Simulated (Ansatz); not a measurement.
`Cl[SiH2]BBr` + HBr → `BrBBr` + `[SiH3]Cl` at 298.15 K and 1 bar (cleavage of the B–Si bond).

Gas-phase electronic energies from Ansatz, PBE0-D4/def2-TZVP geometries. CBS: MP2 limit from def2 TZ/QZ plus the TZ coupled-cluster correction, frozen cores. This one scheme is used for every species. For Br outer-core shells are correlated without core-valence functions, which leaves a few kJ/mol of doubt a bond. Scalar relativity is left out up to krypton. Each species was taken in one conformer, which may not be the lowest.

```json
{"species": "`Cl[SiH2]BBr`", "CCSD(T)/CBS energy (Eh)": "-3348.83281", "H − E (kJ/mol)": "101.9", "S (J/(mol·K))": "352.6"}
{"species": "HBr", "CCSD(T)/CBS energy (Eh)": "-2573.91920", "H − E (kJ/mol)": "24.6", "S (J/(mol·K))": "198.6"}
{"species": "`BrBBr`", "CCSD(T)/CBS energy (Eh)": "-5172.09209", "H − E (kJ/mol)": "48.7", "S (J/(mol·K))": "291.0"}
{"species": "`[SiH3]Cl`", "CCSD(T)/CBS energy (Eh)": "-750.69636", "H − E (kJ/mol)": "80.1", "S (J/(mol·K))": "250.8"}
```

H − E and S are ideal-gas, rigid-rotor, harmonic terms from PBE0-D4/def2-TZVP, for one conformer and one mirror image of each species. 1 Eh = 2625.50 kJ/mol, R = 8.31446 J/(mol·K).

Q: By hand: ΔE, ΔH, ΔS and ΔG.

A: ΔE = (-5172.09209) + (-750.69636) − (-3348.83281) − (-2573.91920) = -0.03644 Eh = -95.7 kJ/mol. Δ(H − E) = 48.7 + 80.1 − 101.9 − 24.6 = 2.3, so ΔH = -93.4 kJ/mol. ΔS = 291.0 + 250.8 − 352.6 − 198.6 = -9.4 J/(mol·K). ΔG = -93.4 − 298.15 × (-9.4)/1000 = -90.6 kJ/mol.

Q: By hand: the equilibrium constant, and the temperature at which ΔG would vanish if ΔH and ΔS stayed fixed.

A: log₁₀ K = −ΔG/(RT ln 10) = 15.9. ΔG = 0 at ΔH/ΔS = 9936 K, far beyond where these terms or the molecules hold.

The number of gas molecules stays the same, so ΔS is small and ΔH decides. A doubt of 5 kJ/mol in ΔE shifts log₁₀ K by 0.9 here. Other conformers and mirror images would add mixing entropy, several J/(mol·K) or more a flexible species. Modes under 60 cm⁻¹, often nearly free rotors, make the harmonic entropy too high. These are equilibria of isolated gas molecules and say nothing of rates. Largest T1 diagnostic: 0.011 (customary marks: 0.02 for closed shells, 0.045 for open ones).
